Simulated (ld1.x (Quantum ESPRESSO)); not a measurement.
**Varying the TM semilocal potential for ytterbium**

Base potential:

ld1.x (Quantum ESPRESSO) 7.5 input, shortened:

```
&input
   title='Yb', zed=70., rel=1, dft='PW91', iswitch=3,
   config='[Xe] 4f13 5d1 6s2 6p0'
 /
 &inputp
   pseudotype=1, tm=.true., lloc=1,
   nlcc=.true., rcore=1.20
 /
4
5S  1  0   2.00   0.00  2.05  2.05  0.0
5D  3  2   1.00   0.00  3.25  3.25  0.0
4F  4  3  13.00   0.00  1.15  1.15  0.0
5P  2  1   6.00   0.00  1.30  1.30  0.0
 &test
   configts(1)='4f13 5s2 5p6 5d1 6s2 6p0'
 /
```

Occupied shells without a wave of their own: 6s. They enter only through the test configuration that unscreens the potential, and ld1.x also counts them in the model core charge.

Cutoffs, loose and tight: the cutoffs (Ry, on a coarse ladder) from which the occupation-weighted sum of valence levels, in a spherical-Bessel basis at the reference potential, stays within 10 and 1 mRy of its value at 400 Ry. They do not see the model core or the augmentation charge, which bear on the density cutoff. Test errors are all-electron minus pseudo excitation energies from the reference, over the configurations 4f14 5s2 5p6 5d0 6s2 6p0; 4f14 5s2 5p6 5d0 6s1 6p0; 4f14 5s2 5p6 5d0 6s0 6p0; 4f14 5s2 5p5 5d0 6s2 6p0; 4f14 5s2 5p6 5d1 6s1 6p0; 4f12 5s2 5p6 5d0 6s0 6p0; 4f14 5s2 5p6 5d0 6s0 6p1. A dash means not determined; rows that change the core or the reference have their own tests. The largest error is taken over the tests solved by every variant that gives reliable tests at all: 4f12 5s2 5p6 5d0 6s0 6p0; 4f14 5s2 5p5 5d0 6s2 6p0; 4f14 5s2 5p6 5d0 6s2 6p0; 4f14 5s2 5p6 5d1 6s1 6p0.

With those shells counted twice in exchange and correlation these files are broken, and their errors move erratically; no question is asked of them.

A true bound ghost makes a file unfit for plane-wave use even where its test errors are small: the radial tests pick states by their node count and pass the ghost by. Where a test does run into it, the solver fails or the error is huge.

Cutoffs are not given where the Bessel-basis levels miss the radial ones by over 6 mRy, ghosts where they miss by over 20 mRy; a channel whose overlap is not positive is not tested.

A semilocal file is local in each channel, so a ghost entry of none says nothing of the separable form that plane-wave codes build from it.

```csv
change,outcome,"cutoff, loose","cutoff, tight",bound ghosts,largest test error (meV)
base,"generated, misses its reference levels by 1.64 eV",–,–,"s, f",-11155
wave 4f (bound): rc 1.15 bohr becomes 4f (bound): rc 0.76 bohr,"generated, misses its reference levels by 1.64 eV",–,–,not determined,-11112
wave 4f (bound): rc 1.15 bohr becomes 4f (bound): rc 0.94 bohr,"generated, misses its reference levels by 1.64 eV",–,–,not determined,-11138
wave 4f (bound): rc 1.15 bohr becomes 4f (bound): rc 1.08 bohr,"generated, misses its reference levels by 1.64 eV",–,–,"s, f",-11153
wave 4f (bound): rc 1.15 bohr becomes 4f (bound): rc 1.24 bohr,"generated, misses its reference levels by 1.64 eV",300 Ry,over 300 Ry,"s, f",-11150
wave 4f (bound): rc 1.15 bohr becomes 4f (bound): rc 1.42 bohr,"generated, misses its reference levels by 1.64 eV",230 Ry,over 300 Ry,f,-11115
wave 4f (bound): rc 1.15 bohr becomes 4f (bound): rc 1.54 bohr,"generated, misses its reference levels by 1.64 eV",200 Ry,over 300 Ry,f,-11072
wave 4f (bound): rc 1.15 bohr becomes 4f (bound): rc 1.66 bohr,"generated, misses its reference levels by 7.84 eV",–,–,not determined,"no test is counted, since the test run did not reproduce the reference configuration"
```

Reading the sweep of the f radius (base included, trends over the rows without a ghost): Bound ghosts are found at 1.08, 1.15, 1.24, 1.42, 1.54 bohr. Every judged row has one, so this setting neither creates nor removes them.
